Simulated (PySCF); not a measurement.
# Spinor energies of B (boron, neutral)

Start: [He] 2s1 2p1 3d1; 2s1/2 filled at m_j = +1/2; 2p3/2 filled at m_j = +3/2; 3d5/2 filled at m_j = +5/2. Calculated with PySCF 2.14 in x2c-TZVPall-2c with one added diffuse shell each of s, p, d type (6s4p3d1f, 40 functions): generalised Hartree-Fock with the X2C-1e Hamiltonian and a Gaussian nucleus; one run each with spin-orbit coupling (SO) switched off, then screened by Boettger's factors. This is a chosen level, not necessarily the ground level.

```json
{"spinor shell": "1s1/2", "electrons": "2", "ε, spin-free (eV)": "-216.57", "ε, screened SO (eV)": "-216.57", "weight of nominal j (screened SO)": "1.000", "rms radius, screened SO (bohr)": "0.379"}
{"spinor shell": "2s1/2", "electrons": "1", "ε, spin-free (eV)": "-20.990", "ε, screened SO (eV)": "-20.991", "weight of nominal j (screened SO)": "1.000", "rms radius, screened SO (bohr)": "1.93"}
{"spinor shell": "2p3/2", "electrons": "1", "ε, spin-free (eV)": "-14.900", "ε, screened SO (eV)": "-14.899", "weight of nominal j (screened SO)": "1.000", "rms radius, screened SO (bohr)": "2.08"}
{"spinor shell": "3d5/2", "electrons": "1", "ε, spin-free (eV)": "-0.427", "ε, screened SO (eV)": "-0.427", "weight of nominal j (screened SO)": "1.000", "rms radius, screened SO (bohr)": "5.25"}
```

| quantity | spin-free | screened SO |
| --- | --- | --- |
| E (hartree) | -24.14069 | -24.14065 |
| M_J | 9/2 | 9/2 |
| ⟨J²⟩ | 24.752 | 24.752 |
| ⟨L²⟩ | 12.002 | 12.002 |
| ⟨S²⟩ | 3.750 | 3.750 |

Each row is a mean over spinors that exchange with the open shell spreads, by up to 1.954 eV (1s1/2).

Without spin-orbit coupling the j labels of p, d and f shells carry no meaning; the spin-free column gives the mean over the occupied spinors of each nl shell.
